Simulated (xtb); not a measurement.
Ga(Et)3 (C6H15Ga), SMILES C[CH2][Ga]([CH2]C)[CH2]C. All values are semi-empirical tight-binding results from xtb (GFN2-xTB unless named), good for trends rather than for accurate numbers. Coordinates come from a GFN2-xTB optimisation. The isomer is the one that the SMILES or the coordinates give; other isomers of the formula were not compared. Other conformers were not sampled.

Optimised geometry:

Bonded distances (Å): Ga1–C2 2.080, Ga1–C9 2.079, Ga1–C16 2.075, C2–C3 1.531, C2–H4 1.098, C2–H5 1.098, C3–H6 1.091, C3–H7 1.091, C3–H8 1.091, C9–C10 1.531, C9–H11 1.098, C9–H12 1.098, C10–H13 1.091, C10–H14 1.091, C10–H15 1.091, C16–C17 1.535, C16–H18 1.097, C16–H19 1.097, C17–H20 1.092, C17–H21 1.091, C17–H22 1.091. Bond angles (°): C2–Ga1–C9 119.1, C2–Ga1–C16 120.9, C9–Ga1–C16 120.0, Ga1–C2–C3 112.1, Ga1–C2–H4 109.4, Ga1–C2–H5 109.8, C3–C2–H4 109.9, C3–C2–H5 109.4, H4–C2–H5 106.1, C2–C3–H6 110.6, C2–C3–H7 110.7, C2–C3–H8 111.4, H6–C3–H7 107.9, H6–C3–H8 108.1, H7–C3–H8 108.1, Ga1–C9–C10 111.9, Ga1–C9–H11 109.8, Ga1–C9–H12 109.6, C10–C9–H11 109.9, C10–C9–H12 109.5, H11–C9–H12 106.0, C9–C10–H13 110.6, C9–C10–H14 110.6, C9–C10–H15 111.4, H13–C10–H14 107.9, H13–C10–H15 108.1, H14–C10–H15 108.2, Ga1–C16–C17 111.3, Ga1–C16–H18 110.6, Ga1–C16–H19 110.1, C17–C16–H18 109.0, C17–C16–H19 109.0, H18–C16–H19 106.6, C16–C17–H20 110.8, C16–C17–H21 110.7, C16–C17–H22 111.2, H20–C17–H21 107.8, H20–C17–H22 108.1, H21–C17–H22 108.1.
Charge 0, spin multiplicity 1.

A frequency run showed that this geometry is not a minimum.

For metal compounds this method's bond lengths and energies can be far off.

- orbital gap: 4.08 eV

Q: Give the atomic charges and the Wiberg bond orders between heavy atoms. (An estimate is asked for; the answer gives what the named calculation found.)

A: charges (e) Ga1 0.07, C2 -0.12, C3 -0.09, H4 0.04, H5 0.04, H6 0.04, H7 0.04, H8 0.03, C9 -0.12, C10 -0.09, H11 0.04, H12 0.04, H13 0.04, H14 0.04, H15 0.03, C16 -0.12, C17 -0.08, H18 0.04, H19 0.04, H20 0.03, H21 0.03, H22 0.03. Bond orders Ga1–C2 0.82, C2–C3 1.00, Ga1–C9 0.82, C9–C10 1.00, Ga1–C16 0.82, C16–C17 1.00.
